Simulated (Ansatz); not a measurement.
The atomisation energy (no zero-point term) down a group: F to I

One atom is swapped for its congeners: GaH2F `[F][GaH2]`; GaH2Cl `[Cl][GaH2]`; GaH2Br `[GaH2][Br]`; GaH2I `[GaH2][I]`. All are singlets with charge 0.

Shapes, held fixed at every level: PBE0-D4/def2-TZVP. Programs: Ansatz 0.2.0. Values in eV.

(1) How should the atomisation energy change along the series?

Results:

(1) At CCSD(T)/def2-TZVPP the atomisation energy falls at every step, from 10.74 to 8.61 eV. Every level shows the same order. For atoms past krypton def2 sets carry core potentials with scalar relativity. Relativity is left out for Br, Ga unless named. Correlated rows may include outer-core shells of Br, Ga, I, which these sets cover unevenly. Spin-orbit coupling, which grows down the group, is left out (summed over each molecule's free atoms 0.08, 0.10, 0.22, 0.38 eV).

```csv
level,GaH2F,GaH2Cl,GaH2Br,GaH2I
HF/def2-SVP,7.91,7.41,7.02,6.46
HF/def2-TZVPP,7.91,7.39,7.00,6.44
PBE-D4/def2-TZVPP,10.72,9.52,9.05,8.49
B3LYP-D4/def2-TZVPP,10.64,9.48,9.02,8.44
r2SCAN0-D4/def2-TZVPP,10.60,9.68,9.25,8.65
wB97M-V/def2-TZVPP,10.74,9.67,9.12,8.50
CCSD(T)/def2-TZVPP,10.74,9.61,9.19,8.61
```
